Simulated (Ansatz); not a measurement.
Mulliken charges of H$_{4}$HfO$_{3}$S, SMILES `[OH][Hf]([OH])([OH])[SH]` from B3LYP/def2-TZVPP in Ansatz (PBE0-D4/def2-TZVP geometry).

```tsv
atom	x (Å)	y (Å)	z (Å)	charge (e)
O1	-1.261	1.366	0.203	-0.436
Hf2	0.106	0.047	-0.080	1.048
O3	1.573	0.701	-1.126	-0.434
O4	-0.692	-1.505	-0.884	-0.439
S5	1.114	-0.563	2.100	-0.369
H6	-2.109	1.795	0.174	0.176
H7	2.105	1.278	-1.664	0.179
H8	-0.745	-2.318	-1.375	0.178
H9	-0.090	-0.802	2.653	0.096
```

**Question.** By hand: the dipole of these point charges (1 e Å = 4.8032 D).

**Answer.** Σ q r = (-0.265, 0.073, -0.328) e Å, of length 0.428 e Å = 2.06 D.

**Question.** How does the dipole of the full density compare? (Estimate.)

**Answer.** The calculation gave: (-0.349, 0.134, -0.576) e Å, 3.30 D; the point charges give 0.62 times that, at 8° from its direction.

Point charges leave out the atoms' own dipoles, such as those of lone pairs, and Mulliken's split depends on the basis, so the two needn't agree.

B3LYP here is the variant with VWN-RPA as its local correlation; programs differ in this.
